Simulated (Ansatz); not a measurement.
AlBrClH3OSi, SMILES `[SiH3][O][Al]([Cl])[Br]`, 8 atoms. The species carries charge 0 and has multiplicity 1. Correlated methods include outer-core shells of Br, which these sets cover unevenly. Scalar relativity is left out up to krypton. All runs use 4 threads of a server CPU on a shared host. Correlated methods freeze the cores.

**Question.** How many basis functions does each run have, and how long does it take in Ansatz? RHF-CCSD(T)/def2-SVP energy; RHF-CCSD(T)/def2-TZVPP energy; RKS PBE-QIDH (frozen core)/def2-TZVPP energy; direct RPA on PBE orbitals/def2-TZVPP energy; RKS r2SCAN-D4/def2-TZVPP energy and forces; RKS ωB97M-V/def2-QZVPP energy; RHF-MP2/def2-QZVPP energy; RKS PBE0-D4/def2-TZVP frequencies; RKS ωB97M-V/def2-SVP energy; RKS PBE0-D4/def2-SVP energy; RKS BHLYP-D4/def2-TZVPP energy; RKS PBE0-D4/def2-TZVP relaxation (8 steps). (Estimate.)

**Answer.** Ansatz gave: Other jobs shared the machine, so times are rough.

| level | job | functions | wall time | peak host memory (GiB) |
| --- | --- | --- | --- | --- |
| RKS PBE0-D4/def2-SVP | energy | 115 | 0.9 s | 0.28 |
| RKS BHLYP-D4/def2-TZVPP | energy | 247 | 2.8 s | 1 |
| RKS ωB97M-V/def2-SVP | energy | 115 | 2.9 s | 0.42 |
| RKS r2SCAN-D4/def2-TZVPP | energy and forces | 247 | 3.2 s | 0.41 |
| direct RPA on PBE orbitals/def2-TZVPP | energy | 247 | 3.4 s | 0.55 |
| RKS PBE-QIDH (frozen core)/def2-TZVPP | energy | 247 | 3.9 s | 0.71 |
| RHF-CCSD(T)/def2-SVP | energy | 115 | 3.9 s | 0.51 |
| RKS ωB97M-V/def2-QZVPP | energy | 446 | 14 s | 2.5 |
| RHF-MP2/def2-QZVPP | energy | 446 | 15 s | 2.4 |
| RKS PBE0-D4/def2-TZVP | relaxation (8 steps) | 208 | 27 s | 0.75 |
| RHF-CCSD(T)/def2-TZVPP | energy | 247 | 51 s | 5.1 |
| RKS PBE0-D4/def2-TZVP | frequencies | 208 | 110 s | 0.75 |
